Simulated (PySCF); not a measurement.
Atoms are numbered as in `[NH2:1][SiH2:2][O:3][SiH2:4][PH2:5]` (H(Xn): hydrogen on atom n).

[PySCF: shieldings: GIAO PBE0/pcSseg-1; coordinates at the GFN2-xTB level; isolated molecule; relativity neglected; one computed conformer; one averaged value for each set of equivalent atoms]

δ = σ(ref) − σ, references computed at the same level: ¹H (σ = 31.72 ppm), ²⁹Si (σ = 349.16 ppm) vs TMS; NH3 for ¹⁵N (σ = 267.73 ppm); H2O for ¹⁷O (σ = 336.08 ppm); ³¹P (σ = 318.38 ppm) against H3PO4.

```csv
atoms,nucleus,count,δ (ppm)
H(P5),¹H,2,1.08
Si2,²⁹Si,1,-38.6
H(Si4),¹H,2,?
P5,³¹P,1,-284.1
Si4,²⁹Si,1,?
N1,¹⁵N,1,?
H(N1),¹H,2,1.25
H(Si2),¹H,2,4.79
O3,¹⁷O,1,65.4
```

Estimate the values marked ?.

## Answers


- H(Si4): 5.75 ppm, hydrogen on a silicon bonded to O, P
- N1: 42.0 ppm, nitrogen bonded to Si, 2 H
- Si4: -24.4 ppm, silicon bonded to O, P, 2 H

OH and NH positions are those of a molecule without intermolecular hydrogen bonds; in solution they move with solvent, concentration and temperature, and exchange usually removes their couplings. Experimental scales use liquid or dissolved standards, which lie at an offset from isolated NH3 (liquid NH3: subtract about 20 ppm) and H2O (liquid H2O: subtract about 36 ppm) and H3PO4.
